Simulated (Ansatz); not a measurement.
```yaml
crystal:
  periodic: [false, false, false]
  atoms:
    - {symbol: N, position_ang: [-2.891703, 1.267638, 0.959595]}
    - {symbol: Cd, position_ang: [-1.251135, 0.747721, 0.198837]}
    - {symbol: N, position_ang: [0.436281, -0.116719, -0.350546]}
    - {symbol: Si, position_ang: [0.599444, -1.976354, -0.691515]}
    - {symbol: Si, position_ang: [1.889191, 0.687015, -0.229116]}
    - {symbol: H, position_ang: [-3.524164, 1.902552, 0.250127]}
    - {symbol: H, position_ang: [-2.975581, 1.563541, 1.699782]}
    - {symbol: H, position_ang: [-1.057197, -2.497316, -0.716123]}
    - {symbol: H, position_ang: [1.114980, -2.049430, -1.828899]}
    - {symbol: H, position_ang: [1.347865, -2.686131, 0.372882]}
    - {symbol: H, position_ang: [2.818727, 0.052328, 0.687002]}
    - {symbol: H, position_ang: [2.513295, 1.020984, -1.504666]}
    - {symbol: H, position_ang: [1.494491, 2.239518, 0.283463]}
basis:
  gaussian: {orbitals: STO-3G, fitting: {mean_field: cc-pVTZ-jkfit}}
hamiltonian: {xc: {name: BLYP}, dispersion: d3bj}
```

```sh
$ ansatz run in.yaml --threads 8 --pin off --events-out ev --progress --plain --max-ram 20889MiB
```

Output, abridged:

```
Functional definition: BLYP
Error: <dir> the basis set cc-pVTZ-JKFIT has no functions for Cd
```
